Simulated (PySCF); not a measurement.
**A survey of 33S NMR shifts**

[PySCF 2.14.0 with density-fitted response routines: coordinates at the GFN2-xTB level; shieldings: GIAO PBE0/pcSseg-1; no relativistic terms; one computed conformer; averaged over atoms made equivalent by symmetry, fast rotation or ring inversion; in vacuum]

Shieldings were converted by a linear fit to measured shifts: 33S: δ = 158.28 − 0.937σ (rms 33.3 ppm, 20 shifts vs sulfate, solution or neat liquid). A few per cent of atoms miss by over 2 rms, more outside the fitted compound classes.

Question: Give the 33S shifts of `c1ccc2scnc2c1`, `c1ccc2scnc2c1`, `C=C(Cl)c1scnc1SC`, `CS[SiH2][Si@@H](C=O)[SiH2][SiH3]`.

Answer: 
| compound | environment | δ (ppm) |
| --- | --- | --- |
| c1ccc2scnc2c1 | aromatic ring sulfur | -91 |
| c1ccc2scnc2c1 | aromatic ring sulfur | -91 |
| [CH2:1]=[C:2]([Cl:3])[c:4]1[s:5][cH:6][n:7][c:8]1[S:9][CH3:10] | S5: aromatic ring sulfur | -34 |
| [CH2:1]=[C:2]([Cl:3])[c:4]1[s:5][cH:6][n:7][c:8]1[S:9][CH3:10] | S9: sulfide sulfur | -281 |
| CS[SiH2][Si@@H](C=O)[SiH2][SiH3] | sulfur bonded to C, Si | -520 |
